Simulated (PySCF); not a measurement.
# Computed data sheet: `[SiH3]C1=CC=C([SiH3])[CH+][CH]1` [radical]

Compound: C6H10Si2 (charge +1 and doublet state).
Z-matrix (Å and degrees, PBE0-D3(BJ)/def2-SVP geometry), rows numbered from 1:
```
Si
C   1  1.9053
C   2  1.4239  1  122.08
C   3  1.3727  2  120.36  1   179.89
C   4  1.4424  3  121.17  2     0.39
Si  5  1.9052  4  119.46  3   179.33
C   5  1.4238  4  118.45  3    -0.32
C   7  1.3727  5  120.39  4     0.32
H   1  1.4835  2  108.37  3    -4.69
H   1  1.4915  2  105.98  3  -127.10
H   1  1.4940  2  105.02  3   116.47
H   3  1.0929  2  119.67  1     0.21
H   4  1.0941  3  119.69  2  -179.67
H   6  1.4834  5  108.45  4   179.05
H   6  1.4927  5  105.45  4    57.14
H   6  1.4930  5  105.45  4   -59.20
H   7  1.0929  5  119.65  4  -179.86
H   8  1.0941  2  119.16  1    -0.05
```

PBE0-D3(BJ)/def2-SVP geometry optimisation, gas phase (PySCF):

```yaml
Rotational_constants_A_B_C: 4.846, 0.643, 0.575 GHz
```

UKS B3LYP, IGLO-III on C Si, pcH-1 on H, non-relativistic, mean-field spin-orbit, GIAO (PySCF):

```yaml
Isotropic_g_value: 2.00295
Principal_g_values: 2.00219, 2.00238, 2.00428
Spin_squared_⟨S²⟩: 0.761
Largest_Mulliken_spin_population: 0.41 on C2/C5
Largest_isotropic_hyperfine_couplings_means_over_sets_of_like_nuclei: 1H +48.3 (H9/H10/H11/H14/H15/H16), 29Si +26.7 (Si1/Si6), 13C +26.6 (C2/C5), 13C -6.2 (C3/C4/C7/C8), 1H -4.7 (H12/H13/H17/H18) MHz
```

Monoisotopic mass of the ion (most abundant isotopes, electron mass counted): 138.0316 u.

The rotational constants make it an asymmetric top with κ = (2B − A − C)/(A − C) = -0.97, nearer the prolate limit (−1). g_iso is shifted by about +630 ppm from the free-electron value 2.002319; the principal values span 0.0021. With B = h/(8π²I), that is 505.379 GHz u Å² over I, the principal moments of inertia are 104.3, 786.2 and 878.5 u Å² (most abundant isotopes); the inertial defect Ic − Ia − Ib is -12.0 u Å² (zero for a rigid planar frame, negative otherwise). ⟨S²⟩ is 0.011 above the pure-spin value S(S + 1) = 0.75. At 9.50 GHz, hν = g·μB·B₀ (B₀ the magnetic field) puts the centre of the isotropic spectrum, to first order, at 338.9 mT.

The unpaired spin is shared among atoms: the largest Mulliken spin population is 0.41. Couplings of like nuclei are plain means over topologically equivalent atoms, as if these changed places fast (by rotation of a methyl-like group, say); in this geometry the members of some sets differ.
